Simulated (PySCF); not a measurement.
# Ionisation energy of Sb²⁺ by level of theory

Sb²⁺ [Kr] 4d10 5s2 5p1 (2P) → Sb³⁺ [Kr] 4d10 5s2 (1S), as a difference of total energies. Calculation: PySCF 2.14, in aug-cc-pwCVDZ-PP with ECP28MDF (6s5p4d1f, 48 functions); scalar relativity through the core potential. Correlated levels: valence: 4s2 4p6 4d10 frozen; valence and next inner shell: nothing frozen outside the core potential. The calculations carry no spin-orbit coupling.

| method | ionisation energy (eV) |
| --- | --- |
| UHF | 24.117 |
| LDA | 24.909 |
| PBE | 24.696 |
| PBE0 | 24.728 |
| r2SCAN | 24.860 |
| BLYP | 24.647 |
| HSE06 | 24.745 |
| M06-L | 24.298 |
| PBEsol | 24.724 |
| MP2 (valence) | 24.278 |
| SCS-MP2 (valence) | 24.262 |
| MP2 (valence and next inner shell) | 24.427 |
| SCS-MP2 (valence and next inner shell) | 24.357 |

**Question.** How much does correlation contribute at MP2 (valence and next inner shell)?

**Answer.** 24.427 − (24.117) = 0.310 eV, measured against UHF.

The reference lies between the lowest fine-structure levels, while these numbers refer to the centres of the terms.

Errors of the correlated levels include the incompleteness of this basis and the frozen core.

For comparison: 25.323 eV (measured; NIST Atomic Spectra Database, ionization energies).
